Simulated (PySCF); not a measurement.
# Calculated properties of `CC(C)(C)[P@@]1(=O)C=C1F`

C6H10FOP.
Atom-mapped SMILES: `[CH3:1][C:2]([CH3:3])([CH3:4])[P@@:5]1(=[O:6])[CH:7]=[C:8]1[F:9]` (hydrogens: H10, H11, H12 on C1; H13, H14, H15 on C3; H16, H17, H18 on C4; H19 on C7)

Structural features include: C=C double bond, C–F bond, phosphine oxide and P=O bond.

PBE0-D3(BJ)/def2-SVP geometry optimisation, gas phase (PySCF):

* Point group: C1
* Rotational constants A, B, C: 2.046, 1.081, 0.943 GHz

From wB97X-D/def2-SVPD ground state, ΔSCF and vertical TDDFT (core frozen in the response) (PySCF):

- Dipole moment: 4.06 D
- HOMO energy: -9.75 eV
- LUMO energy: 1.19 eV
- HOMO–LUMO gap: 10.94 eV
- Lowest singlet excitation: 5.99 eV (207 nm, f = 0.004)
- Strongest line among the 10 lowest singlet transitions: S8 at 7.88 eV (157 nm, f = 0.094)
- Lowest triplet excitation (Tamm–Dancoff): 5.00 eV
- Static isotropic polarisability: 93.5 au
- Vertical ionisation energy: 9.89 eV
- Electronic spatial extent ⟨r²⟩ about the centre of nuclear charge: 1383 bohr²

**PBE0/pcSseg-1 ground state and GIAO shieldings, non-relativistic (PySCF)**

- Lowest Hirshfeld atomic charge: -0.38 e on O6
- Highest Hirshfeld atomic charge: +0.40 e on P5
- 13C chemical shifts (computed TMS as zero) by class: 181.9 (C8), 125.0 (C7), 39.5 (C2), 27.5 (C1/C3/C4) ppm
- 1H chemical shifts (computed TMS as zero) by class: 6.62 (H19), 1.18 (H10/H11/H12/H13/H14/H15/H16/H17/H18) ppm
- Isotropic shieldings of nuclei other than C and H, by class: 202 (O6), 243 (F9), 353 (P5) ppm
- Mayer bond orders between heavy atoms: C1–C2 1.00, C2–C3 1.00, C2–C4 1.00, C2–P5 0.83, P5–O6 1.85, P5–C7 0.83, C7–C8 1.60, C8–F9 1.00, C8–P5 0.92

delta-SCF UKS SCAN, pcX-2 on the ionised atom, pcseg-1 elsewhere, spin-free X2C; 2p3/2 from a spin–orbit splitting computed afterwards within the 2p shell (PySCF):

* Core binding energies: P2p3/2 138.0 (P5), C1s 290.8 (C1/C3/C4), C1s 291.0 (C7), C1s 291.0 (C2), C1s 293.2 (C8), O1s 536.3 (O6), F1s 693.7 (F9), P1s 2152.0 (P5) eV

Monoisotopic mass (most abundant isotopes): 148.0453 u.

The largest Löwdin shares of the HOMO are 0.46 on O6, 0.15 on P5, 0.15 on C8 and 0.06 on F9. S1 lies 4.95 eV below the HOMO–LUMO gap; its leading configuration is HOMO→LUMO, weight 0.81. The polarisability is 13.85 Å³ as a volume (1 au = 0.148185 Å³), or 1.20 au for each of the 78 electrons. In atomic units the dipole is 1.60 e·bohr (1 au = 2.5417 D). In wavenumbers S1 is 48300 cm⁻¹ (1 eV = 8065.54 cm⁻¹). With B = h/(8π²I), that is 505.379 GHz u Å² over I, the principal moments of inertia are 247.0, 467.5 and 536.0 u Å² (most abundant isotopes).

Geometry: PBE0-D3(BJ)/def2-SVP; no solvent or vibrations. NMR classes are plain means over equivalent atoms (diastereotopic ones count apart unless rotation or inversion swaps them), as if these changed places fast; in this geometry the members of some classes differ.

Conformer computed: `[CH3:1][C:2]([CH3:3])([CH3:4])[P@@:5]1(=[O:6])[CH:7]=[C:8]1[F:9]`: C1–C2–P5–O6 58°.
